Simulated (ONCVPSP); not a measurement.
**PBE ONCV dataset for tantalum, scalar-relativistic all-electron reference.**

* Element: Ta
* Generator: ONCVPSP 4.0.1
* Type: optimised norm-conserving Vanderbilt (ONCV)
* Functional: PBE
* Relativity: scalar-relativistic
* Frozen core: [Kr] 4d10 4f14 5s2
* Valence charge: 11
* Reference configuration: 5p6 5d3 6s1 6p1
* Partial waves: 6s: rc 2.60 bohr, ncon 4, nbas 7, qcut 2.3 1/bohr, 2 projectors, debl 0.4 Ha; 5p+6p: rc 0.60 bohr, ncon 4, nbas 7, qcut 19 1/bohr, 2 projectors; 5d: rc 2.70 bohr, ncon 4, nbas 9, qcut 6.6 1/bohr, 2 projectors, debl 3.7 Ha
* Local potential: polynomial inside 0.55 bohr (lpopt 3, dvloc0 0 Ha)
* Core correction: Teter function, fcfact 2.5, rcfact 1.45

Problem. Does the generator finish with these settings?

Solution. No. ONCVPSP 4.0.1 stopped with "ERROR pspot: first pseudo wave function has node, program will stop": the optimised pseudo-wave of the first projector has a node, so the radial equation cannot be inverted for a potential. It happened in the p channel.
